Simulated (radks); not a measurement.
Values are calculated unless marked as measured or tabulated.
Minus the highest occupied eigenvalue as an estimate of the ionisation energy, Ir20+ to Ir39+. The LB94 potential has the -1/r tail that LDA and GGA lack but no energy functional. Code: a radial shooting solver on a logarithmic mesh with Libxc functionals. Model: Dirac Kohn-Sham, LB94 model potential, spin-unpolarised, spherical densities, finite nucleus; open shells fill j = l - 1/2 first; Fermi nuclear charge, rms radius 5.4032 fm.

| species | configuration | HOMO | -e(HOMO) (eV) | <r> (bohr) | IE, NIST (eV) | kind |
|---|---|---|---|---|---|---|
| Ir20+ | [Kr] 4d10 4f11 | 4f7/2 | 558.05 | 0.477 | 560 | theory |
| Ir21+ | [Kr] 4d10 4f10 | 4f7/2 | 602.43 | 0.468 | 610 | theory |
| Ir22+ | [Kr] 4d10 4f9 | 4f7/2 | 648.02 | 0.460 | 670 | theory |
| Ir23+ | [Kr] 4d10 4f8 | 4f7/2 | 694.82 | 0.453 | 720 | theory |
| Ir24+ | [Kr] 4d10 4f7 | 4f7/2 | 742.80 | 0.445 | 770 | theory |
| Ir25+ | [Kr] 4d10 4f6 | 4f5/2 | 796.53 | 0.435 | 820 | theory |
| Ir26+ | [Kr] 4d10 4f5 | 4f5/2 | 847.14 | 0.428 | 870 | theory |
| Ir27+ | [Kr] 4d10 4f4 | 4f5/2 | 898.89 | 0.422 | 920 | theory |
| Ir28+ | [Kr] 4d10 4f3 | 4f5/2 | 951.78 | 0.416 | 980 | theory |
| Ir29+ | [Kr] 4d10 4f2 | 4f5/2 | 1005.8 | 0.410 | 1030 | theory |
| Ir30+ | [Kr] 4d10 4f1 | 4f5/2 | 1060.9 | 0.404 | 1080 | theory |
| Ir31+ | [Kr] 4d10 | 4d5/2 | 1327.9 | 0.425 | 1331 | theory |
| Ir32+ | [Kr] 4d9 | 4d5/2 | 1381.4 | 0.421 | 1381 | theory |
| Ir33+ | [Kr] 4d8 | 4d5/2 | 1435.7 | 0.418 | 1436 | theory |
| Ir34+ | [Kr] 4d7 | 4d5/2 | 1490.5 | 0.415 | 1493 | theory |
| Ir35+ | [Kr] 4d6 | 4d5/2 | 1546.0 | 0.411 | 1548 | theory |
| Ir36+ | [Kr] 4d5 | 4d5/2 | 1602.1 | 0.408 | 1603 | theory |
| Ir37+ | [Kr] 4d4 | 4d3/2 | 1682.4 | 0.398 | 1684 | theory |
| Ir38+ | [Kr] 4d3 | 4d3/2 | 1740.7 | 0.395 | 1739 | theory |
| Ir39+ | [Kr] 4d2 | 4d3/2 | 1799.6 | 0.392 | 1801 | theory |

Reference values: NIST Atomic Spectra Database (exp. = measured, semi-emp. = semi-empirical, theory = theoretical value adopted there). Spin polarisation and multiplet splitting are left out.

Beside tabulated values, note that spin-unpolarised runs miss the spin-polarisation part of the exchange energy of open shells.
